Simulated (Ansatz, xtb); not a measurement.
C2H6BF: where a starting geometry ends

The starting geometry of this gas-phase singlet was built from a drawn formula by distance geometry and a force field; its bonds are those of `C[BH2-][CH+]F`.

```xyz
10

C     1.6288   -0.8321    0.3874
C     0.1825   -1.1817   -1.6937
B     0.1382   -1.0895   -0.1350
F    -0.5038   -0.2766   -2.4793
H     2.0582    0.0652   -0.0599
H     2.2449   -1.7017    0.1511
H     1.5829   -0.7586    1.5247
H    -0.3444   -2.0703    0.3320
H    -0.5310   -0.0891    0.1666
H     0.7193   -2.0132   -2.1945
```

**Question.** Predict what it relaxes into with r2SCAN-D4/def2-SVP.

**Answer.** It rearranges to `CBCF`. Contacts that open: B3–H8 (1.19 → 2.19 Å). Contacts that close: C2–H8 (2.27 → 1.11 Å).

The energy falls by 2.37 eV over 26 steps:

```csv
step,E − E(last) (eV)
1,2.366
4,1.853
7,1.720
9,1.470
12,0.485
15,0.081
18,0.004
20,0.001
23,0.000
26,0.000
```

Final geometry (Å):

```xyz
10

C     1.6973   -0.8273    0.5469
C    -0.0703   -1.4387   -1.4132
B     0.4003   -0.4984   -0.2590
F    -1.2323   -1.0594   -2.0661
H     2.3942    0.0283    0.4842
H     2.2336   -1.7408    0.2461
H     1.4514   -0.9001    1.6220
H    -0.2006   -2.4675   -1.0117
H    -0.2469    0.4897    0.0093
H     0.7490   -1.5334   -2.1591
```

From the same start GFN2-xTB reaches the same bonding as this run.

The end wasn't checked by frequencies. Run with Ansatz 0.2.0, 38 s on 2 threads of Arm Neoverse V2 (shared host).
